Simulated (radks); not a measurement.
Spherical quantum dot in the effective-mass picture: electrons in a parabolic well V = omega^2 r^2 / 2 with omega = 0.938, all in effective atomic units (hartree* = m*/eps^2 hartree, bohr* = eps/m* bohr), one dielectric constant everywhere. Method: non-relativistic Kohn-Sham, r2SCAN, spin-polarised, spherical densities, generalised Kohn-Sham scheme; computed with a radial shooting solver with Libxc functionals. Levels are named by radial order and angular momentum (1s, 1p, 1d, 2s, ...), and open shells are averaged over m. Each electron was tried in the lowest free levels, single moves between levels near the top were tried too, and the lowest total energy was kept; such a search can miss a lower state. The series stops at N = 36: beyond it a trial failed or the search could not be trusted, so later rows were left out. At N = 1 the Hartree and exchange-correlation terms need not cancel, so that row can carry a self-interaction error.

N,open shells,2S,E (hartree*),mu = E(N) - E(N-1) (hartree*),addition energy mu(N+1) - mu(N) (hartree*),e(HOMO) (hartree*),rms radius (bohr*)
1,"1s(up 1, down 0)",1,1.40833,1.4083,0.7077,1.6644,1.265
2,none,0,3.52432,2.1160,1.312,2.3598,1.348
3,"1p(up 1, down 0)",1,6.95238,3.4281,0.4266,3.6370,1.524
4,"1p(up 2, down 0)",2,10.8070,3.8546,0.4425,4.0749,1.625
5,"1p(up 3, down 0)",3,15.1042,4.2972,0.6156,4.5192,1.699
6,"1p(up 3, down 1)",2,20.0170,4.9128,0.3886,5.1045,1.766
7,"1p(up 3, down 2)",1,25.3184,5.3014,0.4006,5.5006,1.823
8,none,0,31.0204,5.7020,1.065,5.9036,1.873
9,"1d(up 1, down 0)",1,37.7877,6.7673,0.3520,6.9426,1.944
10,"1d(up 2, down 0)",2,44.9070,7.1193,0.3540,7.2963,2.005
11,"1d(up 3, down 0)",3,52.3803,7.4733,0.3532,7.6502,2.058
12,"1d(up 4, down 0)",4,60.2068,7.8265,0.3510,8.0024,2.106
13,"1d(up 5, down 0)",5,68.3843,8.1775,0.4895,8.3521,2.150
14,"1d(up 5, down 1)",4,77.0513,8.6670,0.3228,8.8276,2.193
15,"1d(up 5, down 2)",3,86.0411,8.9898,0.3258,9.1525,2.233
16,"1d(up 5, down 3)",2,95.3567,9.3156,0.3262,9.4788,2.270
17,"1d(up 5, down 4)",1,104.999,9.6418,0.3253,9.8047,2.305
18,none,0,114.966,9.9672,0.4171,10.129,2.339
19,"2s(up 1, down 0)",1,125.350,10.384,0.3956,10.543,2.372
20,none,0,136.130,10.780,0.7092,10.930,2.404
21,"1f(up 1, down 0)",1,147.619,11.489,0.2943,11.636,2.441
22,"1f(up 2, down 0)",2,159.402,11.783,0.2938,11.930,2.476
23,"1f(up 3, down 0)",3,171.479,12.077,0.2928,12.224,2.509
24,"1f(up 4, down 0)",4,183.849,12.370,0.2914,12.516,2.541
25,"1f(up 5, down 0)",5,196.510,12.661,0.2899,12.806,2.572
26,"1f(up 6, down 0)",6,209.461,12.951,0.2882,13.096,2.601
27,"1f(up 7, down 0)",7,222.701,13.239,0.3934,13.383,2.629
28,"1f(up 7, down 1)",6,236.333,13.633,0.2751,13.770,2.657
29,"1f(up 7, down 2)",5,250.241,13.908,0.2752,14.045,2.684
30,"1f(up 7, down 3)",4,264.424,14.183,0.2748,14.321,2.710
31,"1f(up 7, down 4)",3,278.882,14.458,0.2740,14.595,2.735
32,"1f(up 7, down 5)",2,293.614,14.732,0.2730,14.869,2.760
33,"1f(up 7, down 6)",1,308.619,15.005,0.2718,15.141,2.784
34,none,0,323.895,15.277,0.4118,15.412,2.807
35,"2p(up 1, down 0)",1,339.584,15.688,0.2665,15.821,2.831
36,"2p(up 2, down 0)",2,355.539,15.955,-,16.089,2.854

All shells are closed at N = 2, 8, 18, 20, 34 (there: 1s2 1p6 1d10 2s2 1f14); the second difference of the energy has clear peaks (12 % above both neighbours; the first and last values, which can be the largest, are not judged, and half-filled shells can peak too) at N = 2, 5, 8, 13, 20, 27, 34.
